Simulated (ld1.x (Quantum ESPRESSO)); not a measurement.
# Before and after: TM potential for cobalt (Co)

ld1.x (Quantum ESPRESSO) 7.5 input, shortened:

```
&input
   title='Co', zed=27., rel=1, dft='PZ', iswitch=3,
   config='[Ar] 3d6 4s0 4p0'
 /
 &inputp
   pseudotype=2, tm=.true., lloc=1,
   nlcc=.true., new_core_ps=.true., rcore=1.05
 /
3
4S  1  0   0.00   0.00  1.50  1.50  0.0
3D  3  2   6.00   0.00  1.55  1.55  0.0
4P  2  1   0.00   0.00  1.65  1.65  0.0
 &test
   configts(1)='3d6 4s0 4p0'
 /
```

All-electron outer shells of the reference configuration (LDA (PZ), scalar-relativistic, ld1.x):

```json
{"shell": "3p", "level (eV)": "-103.69", "outermost node (bohr)": "0.28", "outermost maximum (bohr)": "0.67"}
{"shell": "3d", "level (eV)": "-45.48", "outermost node (bohr)": "–", "outermost maximum (bohr)": "0.65"}
{"shell": "4s", "level (eV)": "-32.46", "outermost node (bohr)": "0.94", "outermost maximum (bohr)": "1.92"}
{"shell": "4p", "level (eV)": "-24.74", "outermost node (bohr)": "1.00", "outermost maximum (bohr)": "2.21"}
```

Change: core correction Bessel-smoothed model core inside 1.80 bohr.

Cutoffs: the cutoffs (Ry, on a coarse ladder) from which the occupation-weighted sum of valence levels, in a spherical-Bessel basis at the reference potential, stays within 10 and 1 mRy of its value at 400 Ry; they do not see the model core or the augmentation charge, which bear on the density cutoff. Errors are all-electron minus pseudo energies relative to the spin-unpolarised reference configuration.

Question: What does the change do?

Answer: The potential gets neither clearly harder nor softer (110 Ry and 180 Ry → 110 Ry and 180 Ry); of the 9 tests that both files solve, the error grows in 2 and shrinks in 0 by more than 15 % and 0.3 meV (median size 500.4 → 496.6 meV); neither file shows a bound ghost. A wider model core is smoother and lowers the density cutoff, which this test does not measure.

```tsv
quantity	base	changed
cutoff, loose	110 Ry	110 Ry
cutoff, tight	180 Ry	180 Ry
bound ghosts	none	none
error for 3d7 4s2 4p0, meV [ΔE -62.57 eV]	-477	-451
error for 3d7 4s1 4p0, meV [ΔE -53.27 eV]	-520	-487
error for 3d7 4s0 4p0, meV [ΔE -36.19 eV]	-537	-497
error for 3d5 4s0 4p0, meV [ΔE 55.65 eV]	-669	-583
error for 3d8 4s0 4p0, meV [ΔE -55.86 eV]	-1603	-1509
error for 3d7 4s1 4p1, meV [ΔE -58.14 eV]	-426	-397
error for 3d7 4s1.5 4p0, meV [ΔE -58.85 eV]	-500	-471
error for 3d6 4s0 4p0 (spin-polarised), meV [ΔE -4.15 eV]	+107	+2276
error for 3d7 4s2 4p0 (spin-polarised), meV [ΔE -64.55 eV]	-421	+602
s: phases at 1.80 bohr within 0.05 rad from the reference energy up to (Ry; the scan ends near 5)	to the end of the scan	to the end of the scan
p: phases at 1.80 bohr within 0.05 rad from the reference energy up to (Ry; the scan ends near 5)	-1.1	-1.1
d: phases at 1.80 bohr within 0.05 rad from the reference energy up to (Ry; the scan ends near 5)	-2.2	-2.2
```
